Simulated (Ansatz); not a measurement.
Geometry optimisation, RKS B3LYP-D4/def2-SVP in Ansatz 0.2.0.

The input (input.yaml):

```yaml
crystal:
  periodic: [false, false, false]
  atoms:
    - { symbol: Al, position_ang: [0.01167, -0.527292, 0.190164] }
    - { symbol: O, position_ang: [-0.139372, -0.742902, 1.916026] }
    - { symbol: H, position_ang: [-0.992073, -0.736221, 2.359771] }
    - { symbol: O, position_ang: [1.599993, -0.429855, -0.393452] }
    - { symbol: H, position_ang: [1.816575, -0.365291, -1.327077] }
    - { symbol: O, position_ang: [-1.286116, -0.450086, -0.906014] }
    - { symbol: H, position_ang: [-2.223023, -0.550173, -0.722708] }
    - { symbol: Si, position_ang: [0.140371, 2.857293, 1.138963] }
    - { symbol: H, position_ang: [0.97719, 3.462731, 2.213285] }
    - { symbol: H, position_ang: [0.830559, 2.986307, -0.173933] }
    - { symbol: H, position_ang: [-1.174906, 3.558047, 1.072337] }
    - { symbol: H, position_ang: [-0.085468, 1.434642, 1.465337] }
basis:
  gaussian: { orbitals: def2-SVP }
hamiltonian:
  xc: b3lyp
  dispersion: d4
relax:
  f_tol: 0.03
  max_steps: 50
```

Command:

```bash
$ ansatz run input.yaml --threads 4 --pin off --max-ram 5120MiB --backend cpu --events-out ev --progress --plain --runs-dir out
```

Q: Where does it end, and by what steps?

A: The forces met the threshold. After 18 steps the energy has fallen by 0.220 eV; H9 moved furthest, 1.05 Å.

```csv
step,energy less start (eV),largest force component (eV/Å),accepted
0,0.0000,1.034,yes
1,-0.0756,0.825,yes
2,-0.0842,0.484,yes
3,-0.1204,0.272,yes
4,-0.1382,0.320,yes
5,-0.1557,0.335,yes
6,-0.1648,0.318,yes
7,-0.1786,0.054,yes
8,-0.1796,0.050,yes
9,-0.1844,0.205,yes
10,-0.1881,0.300,yes
11,-0.1962,0.221,yes
12,-0.2069,0.189,yes
13,-0.1967,0.477,no
14,-0.2147,0.051,yes
15,-0.2172,0.065,yes
16,-0.2185,0.083,yes
17,-0.2193,0.047,yes
18,-0.2196,0.015,yes
```

```xyz
12
Properties=species:S:1:pos:R:3
Al -0.075 -0.368 0.423
O -0.264 -1.105 1.943
H -1.083 -1.410 2.339
O 1.488 0.228 0.059
H 1.765 0.400 -0.846
O -1.207 -0.417 -0.850
H -2.052 -0.873 -0.862
Si 0.214 2.810 0.909
H 1.531 2.830 1.587
H 0.324 2.888 -0.570
H -0.626 3.944 1.393
H -0.541 1.569 1.308
```

Whether the end is a true minimum wasn't checked by a vibrational analysis.

The run took 20 s on 4 threads of Intel(R) Xeon(R) 6975P-C (Granite Rapids), with other jobs on the host, peak memory 0.27 GiB.
